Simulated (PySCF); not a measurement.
Compound: C3H2BBrF2.
SMILES with atom numbers: `[BH2:1][C:2]#[C:3][C:4]([F:5])([F:6])[Br:7]` (hydrogens: H8, H9 on B1)

Computed, not measured: PBE0-D3(BJ)/def2-SVP geometry optimisation, gas phase (PySCF).

List the bond lengths and angles at this level.

```
        bond  length (Å)   order
       B1–C2       1.509  single
       C2≡C3       1.221  triple
       C3–C4       1.456  single
C4–F5, C4–F6       1.332  single
      C4–Br7       1.956  single
B1–H8, B1–H9       1.205  single
```

Bonds in one row agree within 0.01 Å and their mean is given. Orders are formal, as drawn. A selection of angles:
```
    angle  degrees
 C2–B1–H8    119.6
 H8–B1–H9    120.8
 B1–C2–C3    179.7
 C2–C3–C4    179.5
 C3–C4–F5    112.0
C3–C4–Br7    107.7
 F5–C4–F6    107.7
F5–C4–Br7    108.6
```

The 2 C–C bonds span 1.221 Å (C2≡C3, drawn triple) to 1.456 Å (C3–C4, drawn single), a spread of 0.235 Å. B1 (three-coordinate boron) is planar (angles 120.8°, 119.6° and 119.6°, sum 360.0°, 0.00 Å off the plane of its three neighbours).

Point group: Cs (tolerance 0.08 Å). Stationary, but not proved a minimum.
